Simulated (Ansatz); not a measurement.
Cost against result

Saddle point of Si2NH6ClF2, closed shell (Si₂H₃ClF₂ ([F][Si]([F])([SiH3])[Cl]) + NH₃ → SiNH₂ClF₂ ([NH2][Si]([F])([F])[Cl]) + SiH₄; bonds formed: Si1–N7, Si2–H6; bonds broken: Si1–Si2, H6–N7), PBE0-D4/def2-TZVP structure:

```tsv
atom	x (Å)	y (Å)	z (Å)
Si1	-0.9183	0.4130	-0.7677
Si2	0.3624	-1.0445	1.4315
F3	-1.5386	1.1893	-2.0237
F4	-1.2693	-1.0709	-1.1855
Cl5	-1.8339	1.4057	0.7445
H6	0.9537	0.1958	-0.0121
N7	0.8287	0.8511	-1.0250
H8	0.8134	-0.3307	2.6699
H9	1.2802	-2.2201	1.2706
H10	-0.9703	-1.6297	1.7707
H11	1.2460	0.3951	-1.8333
H12	1.0460	1.8459	-1.0402
```

Barriers are electronic and count from the start structure reached by relaxing down the imaginary mode.

Computed with Ansatz 0.2.0 (basis: as named in each row); correlated methods freeze the cores. B3LYP uses VWN-RPA correlation. Extrapolation: Hartree–Fock as exp(−7.88 √X), correlation as X^−2.97.

Times are rough, for one single point on 5 threads of a shared host (AMD EPYC 7R13), with one NVIDIA H100 (or a share of it) where marked.

The estimate by CCSD(T) at an estimated basis limit (MP2 extrapolated from triple and quadruple zeta, plus CCSD(T) − MP2 in triple zeta) is 2.086 eV.

```tsv
method	basis	time (s)	barrier (eV)	method less estimate
HF	STO-3G	under 1	4.031	1.945
PBE-D4	STO-3G	under 1	2.159	0.073
SPW92	def2-SVP	under 1	1.425	-0.661
B3LYP-D4	6-31G	under 1	2.251	0.164
PBE-D4	def2-SVP	1	1.777	-0.309
PBE0-D4	def2-SVP	1	1.968	-0.118
wB97M-V	def2-SVP	4	2.036	-0.050
CCSD(T)	def2-SVP	9	2.309	0.223
PBE-D4	def2-TZVPP	12 (H100)	1.743	-0.344
BLYP-D4	def2-TZVPP	12 (H100)	1.939	-0.147
r2SCAN-D4	def2-TZVPP	12 (H100)	1.841	-0.246
PBE0-D4	def2-TZVPP	12 (H100)	1.890	-0.196
B3LYP-D4	def2-TZVPP	12 (H100)	2.046	-0.040
r2SCAN0-D4	def2-TZVPP	12 (H100)	1.944	-0.142
SPW92	def2-TZVPP	13 (H100)	1.430	-0.656
BHLYP-D4	def2-TZVPP	13 (H100)	2.242	0.156
CAM-B3LYP-D4	def2-TZVPP	14 (H100)	2.097	0.011
B2PLYP	def2-TZVPP	14 (H100)	2.088	0.002
PBE-QIDH	def2-TZVPP	14 (H100)	2.010	-0.076
CCSD(T)	def2-TZVPP	14 (H100)	2.090	0.003
B97M-V	def2-TZVPP	15 (H100)	1.972	-0.114
RPA on PBE	def2-TZVPP	16 (H100)	2.077	-0.009
MP2	def2-QZVPP	19 (H100)	2.040	-0.046
wB97X-V	def2-TZVPP	20 (H100)	2.111	0.025
wB97M-V	def2-TZVPP	20 (H100)	2.015	-0.071
```

All methods are single points on the PBE0-D4 structures.

No T1 diagnostic of these runs exceeds 0.012.

Labels in which every atom is bracketed show which atoms are joined, not bond orders.
